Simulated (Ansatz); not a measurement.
All values below come from frozen-core CCSD(T)/cc-pVTZ // B3LYP-D3(BJ)/def2-TZVP run with Ansatz (a first-principles code).

Ansatz 0.2 input:
```yaml
crystal:
  periodic: [false, false, false]
  atoms:
    - { symbol: N, position_ang: [-0.173323, 3.2222, 0.372639] }
    - { symbol: C, position_ang: [-0.088875, 2.148925, -0.041364] }
    - { symbol: Si, position_ang: [0.041357, 0.397138, -0.63448] }
    - { symbol: Si, position_ang: [1.95722, -0.529937, 0.352851] }
    - { symbol: Si, position_ang: [-1.936168, -0.69802, -0.006111] }
    - { symbol: H, position_ang: [0.173837, 0.469764, -2.108278] }
    - { symbol: H, position_ang: [1.792282, -0.51373, 1.823864] }
    - { symbol: H, position_ang: [3.160353, 0.242492, -0.029952] }
    - { symbol: H, position_ang: [2.092834, -1.93027, -0.113337] }
    - { symbol: H, position_ang: [-2.044166, -0.6792, 1.470145] }
    - { symbol: H, position_ang: [-3.110823, -0.028192, -0.607966] }
    - { symbol: H, position_ang: [-1.864527, -2.101171, -0.478009] }
basis:
  gaussian: { orbitals: cc-pVTZ }
correlation:
  method: ccsd_t
```

Output:

```
Functional definition: HF
1496 factors; integrals over basis functions are off by at most 1.4e-3 eV
mean field evaluation 1: about -26207.1639 eV, gradient 3.3e1 eV
mean field evaluation 2: about -26207.5239 eV, gradient 3.4e1 eV
mean field evaluation 4: about -26211.4706 eV, gradient 5.4e0 eV
mean field evaluation 8: about -26211.6102 eV, gradient 3.0e-1 eV
mean field evaluation 16: about -26211.6111 eV, gradient 1.9e-6 eV
mean field -26211.61111621 eV, -963.2589416525 hartree, gradient 1.9e-6 eV, S^2 0.000000; 0 other end points of the search recorded, 0 dependent functions left out
17 core orbitals not correlated
reference -26211.61111621 eV, -963.2589416525 hartree; 14, 14 occupied and 229, 229 virtual orbitals, 1496 factors
second order -19.29067382 eV of doubles, -0.00000000 eV of singles
cycle   1  -20.07963733 eV  change   -7.9e-1 eV  update   1.2e-1
cycle   2  -20.82853106 eV  change   -7.5e-1 eV  update   3.9e-2
cycle   3  -20.96001533 eV  change   -1.3e-1 eV  update   1.8e-2
cycle   4  -20.95674229 eV  change    3.3e-3 eV  update   4.6e-3
cycle   5  -20.95835715 eV  change   -1.6e-3 eV  update   1.9e-3
cycle   6  -20.95805446 eV  change    3.0e-4 eV  update   4.5e-4
cycle   7  -20.95803894 eV  change    1.6e-5 eV  update   1.4e-4
cycle   8  -20.95811594 eV  change   -7.7e-5 eV  update   4.6e-5
cycle   9  -20.95812277 eV  change   -6.8e-6 eV  update   1.8e-5
perturbative correction -0.94099706 eV, -0.0345810043 hartree
Total energy: -26233.51023604 eV, -964.0637194627 hartree
```

Cost: around 6 core-minutes (rough).
